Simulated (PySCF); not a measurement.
Species: C7H10AlN.
Z-matrix (Å and degrees, PBE0-D3(BJ)/def2-SVP geometry), rows numbered from 1:
```
C 
C   1  1.3373
C   2  1.4661  1  126.57
C   3  1.4025  2  124.23  1    -0.32
C   4  1.3889  3  119.88  2   179.93
C   5  1.3895  4  119.03  3    -0.01
N   6  1.3374  5  121.53  4     0.06
Al  7  2.0559  6  119.61  5   179.30
C   7  1.3351  6  119.69  5    -0.09
H   1  1.0919  2  120.66  3   179.99
H   1  1.0935  2  122.76  3    -0.05
H   2  1.0951  1  118.64  3   179.95
H   4  1.0921  3  120.29  2    -0.07
H   5  1.0910  4  121.11  3  -179.94
H   6  1.0933  5  122.05  4  -179.86
H   8  1.6102  7   98.66  6   177.65
H   8  1.6083  7  100.57  6    56.96
H   8  1.6084  7  100.70  6   -61.99
H   9  1.0942  3  121.31  2     0.05
```

The closed-shell ground state was solved at several levels (PySCF, density fitting, gas phase, non-relativistic).

```tsv
level	basis functions	HOMO (eV)	LUMO (eV)	gap (eV)	dipole (D)
HF/pcSseg-1	210	-9.48	1.11	10.59	7.80
B3LYP/def2-SVPD	264	-6.86	-2.65	4.21	7.55
```

(1) Estimate the row for PBE0/pcSseg-1, a basis of 210 functions; the other rows only guide the guess.

(2) Over all these levels, which gives the widest orbital gap and which the narrowest?

(3) How far do the dipole and the HOMO energy spread over the levels?

Answers

(1) HOMO -7.07 eV, LUMO -2.46 eV, gap 4.61 eV, dipole 7.65 D.

(2) HF/pcSseg-1 (Hartree–Fock, all exact exchange) has the widest, 10.59 eV, and B3LYP/def2-SVPD (global hybrid, 20 % exact exchange) the narrowest, 4.21 eV. Functional and basis both differ between the two, so the spread mixes both effects. The HOMO need not be the same orbital at Hartree–Fock and at DFT levels.

(3) The dipole runs from 7.55 to 7.80 D (mean 7.67 D) and the HOMO from -9.48 to -6.86 eV.

One conformer stands for the species.
